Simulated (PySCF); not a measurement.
**Excitation energy of Ni²⁺ by level of theory**

Ni²⁺ [Ar] 3d8 (3F) → Ni²⁺ [Ar] 3d7 4s1 (5F), as a difference of total energies. All numbers are calculated (PySCF 2.14, the spin-free X2C one-electron Hamiltonian (Gaussian nucleus), in x2c-TZVPPall with one added diffuse shell each of s, p, d, f type (7s6p5d3f1g, 80 functions)). Correlated levels: valence: [Ar] frozen. The calculations carry no spin-orbit coupling.

```
           method  excitation energy (cm⁻¹)
              UHF                     41561
    MP2 (valence)                     54499
SCS-MP2 (valence)                     55639
   CCSD (valence)                     52105
CCSD(T) (valence)                     52538
```
